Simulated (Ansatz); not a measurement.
Task: Name a neutral molecule of C, Cl, F, P, Si and H with HOMO–LUMO gap (ωB97M-V/def2-TZVPP) between 11.80 and 12.10 eV and HOMO–LUMO gap (PBE/def2-TZVPP) between 5.65 and 5.95 eV (Ansatz, PBE0-D4/def2-TZVP geometry).

Result: `C[Si](F)(P)Cl` (11.99 eV, 5.93 eV). Other molecules can fit too; these were computed, each in one conformer that needn't be the lowest.
